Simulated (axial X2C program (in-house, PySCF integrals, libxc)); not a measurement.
**Spin–orbit effects down a group: molecules with Cu (ions), CCSD(T)**

Calculated with an axial X2C code built on PySCF integrals, spin-free (one-electron X2C) or two-component (2c: spin–orbit coupling with atomic mean-field Coulomb and Gaunt terms, which also bring small scalar terms), in Dyall basis sets with cores contracted in-house; open shells are unrestricted.

Basis sets: Cu dyall-acv3z, H dyall-av3z, Li dyall-av3z, Na dyall-av3z. Frozen shells (counts by l): CuH⁻ Cu 3s2p, H none, 13 electrons correlated; LiCu⁻ Cu 3s2p, Li 1s, 13 electrons correlated; NaCu⁻ Cu 3s2p, Na 2s1p, 13 electrons correlated. Coupled cluster in natural virtuals with an MP2 remainder. Where the outer core of a metal is frozen, bonds come out longer and ionisation energies lower.

```
molecule   spin-free state  Re (Å)  ωe (cm⁻¹)  De (eV)  2c state  Re 2c (Å)  ωe 2c (cm⁻¹)  De 2c (eV)
    CuH⁻  M_S = 1/2, Λ = 0   1.530     1608.9      n/a   Ω = 1/2      1.530        1606.3         n/a
   LiCu⁻  M_S = 1/2, Λ = 0   2.432      301.0      n/a   Ω = 1/2      2.432         300.4         n/a
   NaCu⁻  M_S = 1/2, Λ = 0   2.774      159.0      n/a   Ω = 1/2      2.774         158.4         n/a
```

(1) Work out the shifts from the spin-free to the two-component result.

Fragments in 2c: Cu- + H, Cu- + Li, Cu- + Na. Each entry is the lowest single determinant of a limited PBE0 search at one distance. De goes to single-determinant-based atoms at the same level (for ions the charge split of lowest energy) and is withheld (n/a) where an atom does not fit its ground term or J level. Main or longest-lived isotopes. One determinant is a doubtful description, or other states lie close, for CuH⁻, LiCu⁻, NaCu⁻; these need not be ground states, and all values refer to the states named.

Results:

(1) 

```tsv
molecule	2c state	ΔRe (Å)	Δωe (cm⁻¹)	ΔDe (eV)
CuH⁻	Ω = 1/2	0.000	noise	n/a
LiCu⁻	Ω = 1/2	0.000	-0.6	n/a
NaCu⁻	Ω = 1/2	0.000	noise	n/a
```

Shifts of one unit in the last digit are rounding. Where the truncated virtual spaces of the two runs make Δωe unreliable it is marked noise.
